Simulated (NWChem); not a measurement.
Species: 1,2,4-triazole (C₂H₃N₃); SMILES c1nc[nH]n1

```xyz
8

C      1.0585     0.3543     0.0000
N      0.0090     1.2119     0.0000
C     -1.0263     0.4032     0.0000
N     -0.6006    -0.8748     0.0000
N      0.7332    -0.9245     0.0000
H      2.0984     0.6798     0.0000
H     -2.0789     0.6861     0.0000
H     -1.1439    -1.7297     0.0000
```
Atoms are numbered in this order, from 1.

Results from NWChem. Pople sets run with spherical d functions. Geometry: optimised at PBE0/def2-SVP. Solvent water, SMD (1 M gas to 1 M solution), gas-phase geometry.

### Question
Order these by “dipole in solution (D)”, lowest first: PBE0/6-311G**; PBE0/STO-3G; PBE0/6-311++G**.

### Answer
PBE0/STO-3G (3.44), PBE0/6-311G** (3.90), PBE0/6-311++G** (4.03)
